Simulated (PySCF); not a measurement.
**From a computed spectrum to the compound**

A species of 7 atoms with charge 0 has these harmonic modes (B3LYP, small Gaussian bases with core potentials, PySCF 2.14.0):

```tsv
cm⁻¹	km/mol	symmetry
25	0.0	a2
40	1.0	a1
69	6.6	b2
93	52.9	b1
142	27.2	a1
182	21.1	a1
374	386.4	b2
393	3.5	a1
422	0.0	a2
431	291.3	b1
482	97.5	b2
500	162.2	a1
653	525.1	b2
3883	39.7	a1
3883	0.1	b2
```

Question: Which species is it, and in which structure?

Answer: Sm2O(OH)2 (singlet in the valence; each metal's 4f electrons, 6 of them, lie in its core potential, out of spins and levels):
```xyz
7

Sm   -0.1860    0.0000    2.1768
Sm   -0.1860    0.0000   -2.1768
O    -0.4661    0.0000    0.0000
O     1.8238    0.0000    3.0885
H     2.7864    0.0000    3.1191
O     1.8238    0.0000   -3.0885
H     2.7864    0.0000   -3.1191
```
Ideal gas at 298.15 K and 1 bar: S = 454.0 J/(mol K), Cp = 121.0 J/(mol K), H − H(0 K) = 26.6 kJ/mol (rigid rotor, harmonic modes, spin degeneracy alone, that of the 4f electrons in the core included; the modes under 60 cm⁻¹ make these uncertain). An lcecp potential fixes the number of 4f electrons, so in runs with it no electron can move into or out of that shell.
 The answer isn't unique; the calculation gave this one.
